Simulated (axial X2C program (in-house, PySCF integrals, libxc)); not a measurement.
**TbBr: the levels of the configuration f10 s0**

Calculated with an axial X2C code built on PySCF integrals: two-component X2C with atomic mean-field Coulomb and Gaunt terms, basis Tb dyall-v3z, Br dyall-v3z (cores contracted in-house). Orbitals come from Hartree–Fock averaged over the configuration Tb f10 s0; CI then distributes these electrons over the f, s shells of Tb. The speed of light was multiplied by 100, so these are model numbers.

R = 3.007 Å (near the minimum of the configuration average).

Lowest levels of this model:

| Ω | energy (cm⁻¹) | g∥ | μ (D) | configuration |
| --- | --- | --- | --- | --- |
| 8 | 0 | 20.01 | -11.23 | 100% f10 |
| 7 | 0 | 16.00 | -11.23 | 100% f10 |
| 6 | 0 | 12.00 | -11.23 | 100% f10 |
| 5 | 1 | 8.00 | -11.23 | 100% f10 |
| 4 | 1 | 3.99 | -11.23 | 100% f10 |
| 7 | 27 | 18.01 | -11.20 | 100% f10 |
| 6 | 27 | 14.00 | -11.20 | 100% f10 |
| 5 | 27 | 10.00 | -11.20 | 100% f10 |
| 4 | 28 | 6.00 | -11.20 | 100% f10 |
| 3 | 28 | 1.99 | -11.20 | 100% f10 |
| 6 | 81 | 16.01 | -11.20 | 100% f10 |
| 5 | 81 | 12.00 | -11.20 | 100% f10 |
| 4 | 81 | 8.00 | -11.20 | 100% f10 |
| 3 | 81 | 4.00 | -11.20 | 100% f10 |
| 2 | 81 | 0.01 | -11.20 | 100% f10 |
| 5 | 122 | 14.01 | -11.20 | 100% f10 |
| 4 | 122 | 10.00 | -11.20 | 100% f10 |
| 3 | 122 | 6.00 | -11.20 | 100% f10 |
| 2 | 123 | 2.00 | -11.20 | 100% f10 |
| 1 | 123 | 2.01 | -11.20 | 100% f10 |
| 3 | 144 | 8.01 | -11.20 | 100% f10 |
| 2 | 144 | 4.00 | -11.20 | 100% f10 |
| 1 | 144 | 0.00 | -11.20 | 100% f10 |
| 0 | 144 | 0.00 | -11.20 | 100% f10 |
| 0 | 144 | 0.00 | -11.20 | 100% f10 |
| 0 | 151 | 0.00 | -11.19 | 100% f10 |
| 1 | 151 | 2.82 | -11.19 | 100% f10 |
| 2 | 151 | 6.06 | -11.19 | 100% f10 |
| 0 | 151 | 0.00 | -11.19 | 100% f10 |
| 1 | 151 | 5.21 | -11.19 | 100% f10 |

g∥ is the magnitude of 2⟨Lz + ge Sz⟩ for the +Ω component. μ is positive if the Br end is positive.

From Ω and g∥ of the lowest level, whose 2⟨Lz + ge Sz⟩ is positive, find ⟨Sz⟩ and ⟨Lz⟩ (ge = 2.0023).

Ω = ⟨Lz⟩ + ⟨Sz⟩ = 8 and ⟨Lz⟩ + ge⟨Sz⟩ = 10.005, so ⟨Sz⟩ = 2.00 and ⟨Lz⟩ = 6.00.

Occupations of the active spinors in the lowest level by ω, shell by shell in order of energy: -7/2: 0.00; -5/2: 1.00 0.00; -3/2: 1.00 0.00; -1/2: 1.00 0.00 0.00; 1/2: 1.00 1.00 0.00; 3/2: 1.00 1.00; 5/2: 1.00 1.00; 7/2: 1.00. The leading determinant has weight 1.00 among 106.

This point took 2.2 s on 1 thread of Arm Neoverse V1, on a shared host.

There is no dynamic correlation: spin–orbit spacings and, for f shells, spacings inside one term are the most reliable numbers, splittings between terms come out too wide, and energies between configurations are not reliable, so the lowest level need not be the ground state of the molecule. At most 4 roots were kept for each Ω > 0 (twice that for Ω = 0) within 2.2 eV of the lowest, so higher up levels can be missing between those listed; levels with Ω > 0 are doubly degenerate and listed once, Ω = 0 levels singly. States that fill the shells left empty in the average are placed too high.
